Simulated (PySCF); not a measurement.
Species: C5H7N2O2 (doublet state).
Geometry (GFN2-xTB, Å), atoms numbered from 1 in this order:
```xyz
16
C5H7N2O2 angstrom
C     -2.7521   -0.7530   -0.2738
O     -1.3580   -0.9883   -0.2471
C     -0.6113    0.1087   -0.0348
N     -1.0917    1.3514    0.1518
C     -0.0469    2.1095    0.3245
O      1.1360    1.4532    0.2691
C      0.8043    0.1344    0.0334
C      1.7386   -0.8655   -0.0738
N      3.0981   -0.6279   -0.0746
H     -3.0918   -0.3339    0.6768
H     -3.2180   -1.7203   -0.4503
H     -3.0109   -0.0547   -1.0736
H     -0.0498    3.1640    0.4980
H      1.4033   -1.8702   -0.2584
H      3.3595    0.2836    0.2720
H      3.6832   -1.3821    0.2495
```

The hyperfine couplings belong to this conformer and change with its torsions.

The species is `COc1ncoc1[CH]N` [radical].

Computed, not measured: PySCF, UKS B3LYP, pcH-1 on C H N O, non-relativistic, mean-field spin-orbit, GIAO. One conformer (not necessarily the lowest) at the GFN2-xTB geometry, without solvent, vibrations or thermal averaging. A GFN2-xTB geometry isn't a minimum of the functional, and hyperfine couplings can be far from their values at a DFT geometry. No stability test was run, so a lower SCF solution isn't excluded. ⟨S²⟩ is 0.773 where a pure state has 0.75.

Match the computed a_iso(17O) values -8.3, -4.8 MHz with the sites O2; O6.

```json
{"site": "O2", "a_iso (MHz)": "-8.3", "ρ(0) (bohr⁻³)": "+0.0138", "position": "1 bond from C3", "distance from C8 (Å)": "3.10", "spin population": "+0.04", "largest |T| (MHz)": "22.9"}
{"site": "O6", "a_iso (MHz)": "-4.8", "ρ(0) (bohr⁻³)": "+0.0080", "position": "1 bond from C5", "distance from C8 (Å)": "2.42", "spin population": "+0.03", "largest |T| (MHz)": "14.9"}
```

Match the computed a_iso(14N) values +14.5, -7.1 MHz with the sites N4; N9.

```tsv
site	a_iso (MHz)	ρ(0) (bohr⁻³)	position	distance from C8 (Å)	spin population	largest |T| (MHz)
N4	-7.1	-0.0220	1 bond from C5	3.60	-0.11	7.7
N9	+14.5	+0.0447	1 bond from C8	1.38	+0.12	15.3
```

Match the computed a_iso(1H) values -33.3, -29.9, +5.7, +2.5 MHz (means over equivalent nuclei) with the sites H10/H11/H12; H13; H14; H15/H16.

```json
{"site": "H10/H11/H12", "a_iso (MHz)": "+2.5", "ρ(0) (bohr⁻³)": "+0.0006", "position": "3 bonds from C3", "distance from C8 (Å)": "4.96", "bound to": "C1", "spin population there": "0.00", "largest |T| (MHz)": "2.8"}
{"site": "H13", "a_iso (MHz)": "-29.9", "ρ(0) (bohr⁻³)": "-0.0067", "position": "1 bond from C5", "distance from C8 (Å)": "4.45", "bound to": "C5", "spin population there": "+0.34", "largest |T| (MHz)": "15.7"}
{"site": "H14", "a_iso (MHz)": "-33.3", "ρ(0) (bohr⁻³)": "-0.0075", "position": "1 bond from C8", "distance from C8 (Å)": "1.08", "bound to": "C8", "spin population there": "+0.50", "largest |T| (MHz)": "19.6"}
{"site": "H15/H16", "a_iso (MHz)": "+5.7", "ρ(0) (bohr⁻³)": "+0.0013", "position": "2 bonds from C8, on N9 of spin population +0.12", "distance from C8 (Å)": "2.03", "bound to": "N9", "spin population there": "+0.12", "largest |T| (MHz)": "12.1"}
```

ρ(0) is the spin density at the nucleus and T the dipolar tensor; entries for several nuclei are means. Largest spin populations (Mulliken): C8 (+0.50), C5 (+0.34), C3 (+0.30) and C7 (-0.17). Three atoms exceed +0.15. Main spin sites, with 60 % or more of the largest population: C3, C5, C8; positions count bonds from the nearest.

Nuclei that the bonding pattern makes equivalent are averaged, as if the motion that swaps them (rotation, inversion, ring flip) were fast. The 1H value of +5.7 MHz is a mean of couplings from -1.8 to 13.2 MHz in this one geometry, not an average over conformers.

The SMILES `COc1ncoc1[CH]N` draws the unpaired electron on C8, whose computed spin population is only +0.50.
